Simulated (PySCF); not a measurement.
**Static response to an electric field**

C8H11 (charge +1).
SMILES with atom numbers: `[CH2:1]=[CH:2][CH2:3][C:4]#[C:5][C+:6]([CH3:7])[CH3:8]` (hydrogens: H9, H10 on C1; H11 on C2; H12, H13 on C3; H14, H15, H16 on C7; H17, H18, H19 on C8)

Geometry (GFN2-xTB, Å), atoms numbered from 1 in this order:
```
atom  x, y, z in Å
C1     2.975    0.885    0.144
C2     3.083   -0.416   -0.057
C3     1.956   -1.339   -0.436
C4     0.645   -0.817   -0.329
C5    -0.478   -0.346   -0.216
C6    -1.741    0.157   -0.099
C7    -2.890   -0.634   -0.542
C8    -1.947    1.489    0.472
H9     2.035    1.405    0.051
H10    3.829    1.483    0.405
H11    4.039   -0.912    0.025
H12    2.003   -2.253    0.174
H13    2.103   -1.690   -1.468
H14   -2.702   -1.705   -0.497
H15   -3.076   -0.394   -1.596
H16   -3.795   -0.369    0.001
H17   -2.169    1.365    1.538
H18   -1.063    2.120    0.401
H19   -2.817    1.980    0.037
```

Level: CAM-B3LYP/def2-SVPD (PySCF), static field, nuclei fixed, core orbitals frozen in the response. The polarisability tensor in these axes (au):

```
x   141.07 -15.50  -1.01
y   -15.50  90.03   9.40
z    -1.01   9.40  63.38
```

Problem. What are the eigenvalues, a third of the trace, and Δα (Δα² = ½Σ(αi − αj)² over the three pairs)?

Solution. Principal values 60.21, 88.71 and 145.56 au; mean 98.16 au = 14.55 Å³ = 16.18 × 10⁻⁴⁰ C²·m²/J; Δα = 75.26 au (77 % of the mean).

Problem. In TDDFT the mean static polarisability is Σ f/ω² over all singlet excitations (ω in hartree). How much of it do the 8 lowest give? Their energies (eV) and oscillator strengths: 2.83, 0.0072; 2.95, 0.0231; 4.91, 0.3228; 5.49, 0.0003; 5.97, 0.0048; 6.38, 0.0048; 6.66, 0.0031; 6.90, 0.0022.

Solution. They add up to 12.82 au, 13.1 % of the 98.16 au; the largest single term is 9.92 au, from the state at 4.91 eV. Terms in order: 0.66, 1.96, 9.92, 0.01, 0.10, 0.09, 0.05, 0.03 au. Higher excitations give the rest. The strengths listed sum to 0.368.

Problem. Give the principal axes and the span of the nuclei along them.

Solution. Largest value along (0.96, -0.28, -0.04), where the nuclei span 7.67 Å; middle along (0.27, 0.91, 0.32), 4.97 Å; least along (-0.05, -0.32, 0.94), 2.35 Å. The response follows the extents in order.

Problem. What depolarisation ratio follows for Rayleigh scattering of linearly polarised light, taking the static tensor?

Solution. ρ = 3Δα²/(45ᾱ² + 4Δα²) = 16991.6/(433590 + 22655.4) = 0.0372.

Problem. Traceless (Buckingham) quadrupole moment about the centre of nuclear charge: eigenvalues?

Solution. -21.58, -7.98, 29.56 D·Å. The values depend on the origin, since the species is charged. The electronic extent ⟨r²⟩ about the same centre is 1467 bohr², a root-mean-square distance of 2.66 Å for the 58 electrons.

Isolated species at its GFN2-xTB geometry (one conformer only).
